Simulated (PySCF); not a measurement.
## B⁺: ionisation energy

B⁺ [He] 2s2 (1S) → B²⁺ [He] 2s1 (2S), as a difference of total energies. Computed with PySCF 2.14 in def2-QZVPPD (8s4p4d2f1g, 63 functions), with no relativity, point nucleus. Correlated levels: valence and next inner shell: nothing frozen. The calculations carry no spin-orbit coupling.

| method | ionisation energy (eV) | error (eV) |
| --- | --- | --- |
| UHF | 23.443 | -1.712 |
| MP2 (valence and next inner shell) | 24.490 | -0.665 |
| SCS-MP2 (valence and next inner shell) | 24.691 | -0.464 |
| CCSD (valence and next inner shell) | 25.086 | -0.069 |
| CCSD(T) (valence and next inner shell) | 25.097 | -0.058 |

Reference: 25.155 eV (measured; NIST Atomic Spectra Database, ionization energies).

Errors of the correlated levels include the incompleteness of this basis.
